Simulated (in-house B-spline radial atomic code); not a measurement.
Results of a calculation; reference values are marked as such.
Softness against transferability: the 4d channel of Sb

Sb, [Kr] 4d10 5s2 5p3, non-relativistic LDA (VWN5), spherical and spin-unpolarised, from a B-spline radial code for spherical atoms (atomic units). The all-electron 4d level is ε = -1.297335 hartree, its outermost node lies just inside 0.38 bohr and its outer maximum at 0.84 bohr.

Troullier-Martins pseudo-orbitals are made for several radii. The cutoffs (hartree) are the plane-wave energies beyond which the orbital holds less than the named kinetic energy per electron. The phase error is the difference, pseudo minus all-electron, of arctan(R P'/P) at R = 1.48 bohr for all radii, half a hartree below and above the level.

| r_c (bohr) | V_l(0) (hartree) | cutoff for 10 mEh | for 1 mEh | for 0.1 mEh | phase error at ε − 0.5 (mrad) | at ε + 0.5 (mrad) |
| --- | --- | --- | --- | --- | --- | --- |
| 0.63 | -139.82 | 271 | 407 | > 450 | -3.4 | -0.9 |
| 0.73 | -55.22 | 123 | 153 | 247 | -1.9 | -0.5 |
| 0.84 | -26.49 | 52.4 | 89.2 | 156 | -1.2 | -0.3 |
| 0.95 | -20.41 | 41.2 | 53.7 | 65.4 | -0.9 | -0.2 |
| 1.06 | -19.29 | 39.8 | 50 | 61.4 | -0.7 | -0.2 |
| 1.18 | -18.81 | 39.1 | 48.8 | 72.5 | -0.4 | -0.1 |

Task: Which radius needs the lowest cutoff for 1 mEh while both phase errors stay within 1.3 mrad?

Result: The radii within that limit are 0.84, 0.95, 1.06, 1.18 bohr; of these r_c = 1.18 needs the least, 48.8 hartree, that is 97.6 Ry or 1328 eV.

Task: What does the larger radius buy, and what does it cost?

Result: From r_c = 0.63 to 1.18 bohr the cutoff for 1 mEh goes from 407 to 48.8 hartree, a factor of 8.34, against 3.51 for a pure 1/r_c² scaling, end to end; step by step it is 407, 153, 89.2, 53.7, 50, 48.8, and for 0.1 mEh > 450, 247, 156, 65.4, 61.4, 72.5; the number of plane waves goes as the cutoff to the power 3/2, here a factor of 24.1. The larger of the two phase errors is least at r_c = 1.18 bohr, 0.4 mrad; it is 3.4 at the smallest radius and 0.4 at the largest, so in this scan the atom's own scattering shows no cost of a large radius. These errors test the reference atom alone. The smallest radius lies well inside the outer maximum, where the nodeless form must bend sharply to keep the norm, so it is both harder and scatters less well than the next. Large radii also let the cores of neighbours overlap, which an atom doesn't show.
